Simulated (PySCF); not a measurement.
# Computed spin Hamiltonian

Species: C5H8N2 (charge -1 and doublet state).
SMILES with atom numbers: `[CH2:1][N-:2][N:3]([CH:4]=[CH2:5])[CH:6]=[CH2:7]` (hydrogens: H8, H9 on C1; H10 on C4; H11, H12 on C5; H13 on C6; H14, H15 on C7)

Cartesian coordinates in Å at the GFN2-xTB level; atoms count from 1:
```xyz
15
C5H8N2 angstrom
C     -0.5255    1.9671    1.2846
N     -0.9636    0.7998    0.8191
N     -0.1040   -0.0361    0.1756
C     -0.6841   -1.0891   -0.4950
C     -2.0065   -1.2271   -0.7402
C      1.2688    0.0897    0.2173
C      2.1749   -0.4447   -0.6558
H      0.4267    2.4343    1.0390
H     -1.2713    2.5803    1.7666
H      0.0179   -1.8486   -0.8122
H     -2.7050   -0.4760   -0.4244
H     -2.3892   -2.1062   -1.2326
H      1.6321    0.6810    1.0483
H      3.2302   -0.3110   -0.4828
H      1.8943   -1.0057   -1.5295
```

The hyperfine couplings belong to this conformer and change with its torsions.

Method: UKS B3LYP, pcH-1 on C H N, non-relativistic, mean-field spin-orbit, GIAO (PySCF). Whether the extra electron is bound in the gas phase wasn't checked; a finite basis holds it in any case. A GFN2-xTB geometry isn't a minimum of the functional, and hyperfine couplings can be far from their values at a DFT geometry, by a factor of two or more for some ions and for spin on atoms past the first row. The frame is twisted about the N3–C6 bond at this geometry (dihedral N2–N3–C6–H13 = 20°); couplings at other torsion angles weren't computed. The SCF solution wasn't tested for stability.

* g1, g2, g3: 2.00230, 2.00271, 2.00350
* g_iso: 2.00284
* Form of g: rhombic: the two nearest values differ by 34 % of g3 − g1
* ⟨S²⟩: 0.7591 (exact 0.7500)
* α and β electrons: 27, 26
* HOMO–LUMO gap, α and β orbitals: 1.35, 4.62 eV
* Basis functions: 255

Hyperfine couplings atom by atom, in G; T1 to T3 are the principal values of the dipolar part; ρ(0) is the spin density at the nucleus (MHz turned into gauss with g_iso; 10 G = 1 mT):

```json
{"atom": "C1", "isotope": "13C", "a_iso": "16.4", "T1": "-13.1", "T2": "-12.5", "T3": "25.6", "Mulliken spin population": "0.51", "ρ(0) (bohr⁻³)": "0.0410"}
{"atom": "N2", "isotope": "14N", "a_iso": "5.9", "T1": "-6.3", "T2": "-6.0", "T3": "12.4", "Mulliken spin population": "0.28", "ρ(0) (bohr⁻³)": "0.0509"}
{"atom": "N3", "isotope": "14N", "a_iso": "-2.2", "T1": "-1.6", "T2": "0.6", "T3": "1.0", "Mulliken spin population": "-0.05", "ρ(0) (bohr⁻³)": "-0.0190"}
{"atom": "C4", "isotope": "13C", "a_iso": "2.3", "T1": "-1.3", "T2": "-0.8", "T3": "2.1", "Mulliken spin population": "0.04", "ρ(0) (bohr⁻³)": "0.0058"}
{"atom": "C5", "isotope": "13C", "a_iso": "-1.0", "T1": "-1.3", "T2": "0.5", "T3": "0.8", "Mulliken spin population": "-0.02", "ρ(0) (bohr⁻³)": "-0.0024"}
{"atom": "C6", "isotope": "13C", "a_iso": "1.8", "T1": "-4.0", "T2": "-2.9", "T3": "6.9", "Mulliken spin population": "0.09", "ρ(0) (bohr⁻³)": "0.0045"}
{"atom": "C7", "isotope": "13C", "a_iso": "4.5", "T1": "-5.5", "T2": "-5.2", "T3": "10.7", "Mulliken spin population": "0.20", "ρ(0) (bohr⁻³)": "0.0112"}
{"atom": "H8", "isotope": "1H", "a_iso": "-9.9", "T1": "-6.4", "T2": "0.0", "T3": "6.4", "Mulliken spin population": "-0.01", "ρ(0) (bohr⁻³)": "-0.0062"}
{"atom": "H9", "isotope": "1H", "a_iso": "-10.1", "T1": "-6.7", "T2": "0.2", "T3": "6.5", "Mulliken spin population": "-0.02", "ρ(0) (bohr⁻³)": "-0.0063"}
{"atom": "H10", "isotope": "1H", "a_iso": "-1.3", "T1": "-0.7", "T2": "-0.1", "T3": "0.8", "Mulliken spin population": "0.00", "ρ(0) (bohr⁻³)": "-0.0008"}
{"atom": "H11", "isotope": "1H", "a_iso": "0.3", "T1": "-1.1", "T2": "-0.7", "T3": "1.8", "Mulliken spin population": "0.00", "ρ(0) (bohr⁻³)": "0.0002"}
{"atom": "H12", "isotope": "1H", "a_iso": "0.4", "T1": "-0.3", "T2": "0.0", "T3": "0.3", "Mulliken spin population": "0.00", "ρ(0) (bohr⁻³)": "0.0002"}
{"atom": "H13", "isotope": "1H", "a_iso": "-3.7", "T1": "-1.5", "T2": "0.0", "T3": "1.5", "Mulliken spin population": "0.00", "ρ(0) (bohr⁻³)": "-0.0023"}
{"atom": "H14", "isotope": "1H", "a_iso": "-4.5", "T1": "-2.7", "T2": "0.1", "T3": "2.6", "Mulliken spin population": "-0.01", "ρ(0) (bohr⁻³)": "-0.0028"}
{"atom": "H15", "isotope": "1H", "a_iso": "-4.6", "T1": "-2.6", "T2": "0.0", "T3": "2.6", "Mulliken spin population": "-0.01", "ρ(0) (bohr⁻³)": "-0.0029"}
```

The largest Mulliken spin populations are on C1 (+0.51), N2 (+0.28), C7 (+0.20) and C6 (+0.09). Three atoms exceed +0.15. The angles at C1 add up to 358.6°, so it is planar.

The SMILES `[CH2][N-]N(C=C)C=C` draws the unpaired electron on C1, whose computed spin population is only +0.51.

Axes: g3 points within 7° of the C1–H9 bond.

Under fast tumbling the dipolar parts average out, and these isotropic splittings remain (the largest six): 1 × 1H (H9, I = 1/2, 2 lines) with 1.01 mT, 1 × 1H (H8, I = 1/2, 2 lines) with 0.99 mT, 1 × 14N (N2, I = 1, 3 lines) with 0.59 mT, 1 × 1H (H15, I = 1/2, 2 lines) with 0.46 mT, 1 × 1H (H14, I = 1/2, 2 lines) with 0.45 mT and 1 × 1H (H13, I = 1/2, 2 lines) with 0.37 mT.

H8 and H9 aren't averaged: C1 is flat or nearly so (angle sum 359°), and its turn about the short C1–N2 bond (1.33 Å) is taken as slow. C4 and C6, with what hangs on them, aren't averaged: N3 is flat or nearly so (angle sum 360°), and its turn about the short N3–N2 bond (1.36 Å) is taken as slow.

The 13C coupling of C1 (46.0 MHz) shows only in satellite lines or after enrichment, since that isotope makes up about 1.07 % of natural carbon.
